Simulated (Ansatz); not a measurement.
Cost and result for the atomization energy of `O[SiH](O)[SiH](O)F` (11 atoms, 10 bonds).

Z-matrix (Å, degrees):
```
Si
O 1 1.656
Si 1 2.354 2 98.4
O 1 1.645 2 113.1 3 121.0
H 1 1.484 2 110.7 3 -123.5
H 2 0.959 1 118.7 3 169.9
O 3 1.638 1 106.4 2 23.6
F 3 1.603 1 108.6 2 -96.0
H 3 1.481 1 117.9 2 143.0
H 4 0.959 1 118.2 2 -66.1
H 7 0.962 3 115.1 1 -30.3
```

Total charge 0; spin multiplicity 1. The geometry is a stationary point of PBE0-D4/def2-TZVP. It is one conformer, not always the lowest. Program: Ansatz. All runs use 4 threads of an Arm Neoverse V2 on a shared host. Times are those of one run each, without the atoms' runs, and a repeat can differ threefold. Electronic energies, without spin–orbit coupling; frozen cores. CCSD(T)/CBS adds CCSD(T) − MP2 in def2-TZVPP to the MP2 limit, and its time is that of the two runs behind it. T1 = 0.013. B3LYP takes the VWN-RPA correlation (the form of Gaussian; ORCA's B3LYP/G).

CCSD(T)/CBS is a level of theory with its own doubt, some kJ/mol a heavy atom from the limit and from the frozen cores, so smaller differences don't rank the functionals.

| level | functions | wall time | atomization (kcal/mol) | difference from CCSD(T)/CBS | per bond |
| --- | --- | --- | --- | --- | --- |
| LDA (SPW92)/def2-TZVPP | 278 | 1.4 s | 1161.6 | 141.7 | 14.2 |
| BLYP-D4/def2-TZVPP | 278 | 2.4 s | 1008.2 | -11.7 | -1.2 |
| PBE-D4/def2-TZVPP (with forces) | 278 | 2.7 s | 1020.6 | 0.7 | 0.1 |
| CAM-B3LYP-D4/def2-TZVPP | 278 | 4.1 s | 1015.6 | -4.3 | -0.4 |
| r2SCAN-D4/def2-TZVPP (with forces) | 278 | 5 s | 1012.5 | -7.4 | -0.7 |
| B3LYP-D4/def2-TZVPP (with forces) | 278 | 6 s | 1005.1 | -14.8 | -1.5 |
| r2SCANh-D4/def2-TZVPP | 278 | 6.5 s | 1002.8 | -17.1 | -1.7 |
| B2PLYP/def2-TZVPP | 278 | 6.5 s | 999.3 | -20.6 | -2.1 |
| CCSD(T)/def2-SVP | 117 | 8.5 s | 920.5 | -99.4 | -9.9 |
| B97M-V/def2-TZVPP | 278 | 11 s | 1010.4 | -9.5 | -1.0 |
| MP2/def2-QZVPP | 518 | 25 s | 1035.6 | 15.7 | 1.6 |
| CCSD(T)/def2-TZVPP | 278 | 5.3 min | 985.6 | -34.3 | -3.4 |
| CCSD(T)/CBS(def2) | – | 5.7 min | 1019.9 | 0.0 | 0.0 |

At CCSD(T), def2-SVP lies −99.4 kcal/mol from the extrapolated value and def2-TZVPP −34.3 kcal/mol: correlation converges slowly with the basis, and small sets miss more of it in the bonded molecule than in its fragments. The D4 term adds +9.5 kcal/mol with B3LYP and +5.0 kcal/mol with PBE0; it sums over pairs of atoms, weighted by their polarisabilities, and B3LYP, whose exchange is more repulsive, gets the larger term. Leaving LDA and LC-ωPBE aside and taking each functional with its dispersion term where it has one, the values, not all of them listed here, spread over 50.5 kcal/mol, from BHLYP-D4 to PBE-D4. LDA lies +146.9 kcal/mol from PBE without D4, its usual overbinding.
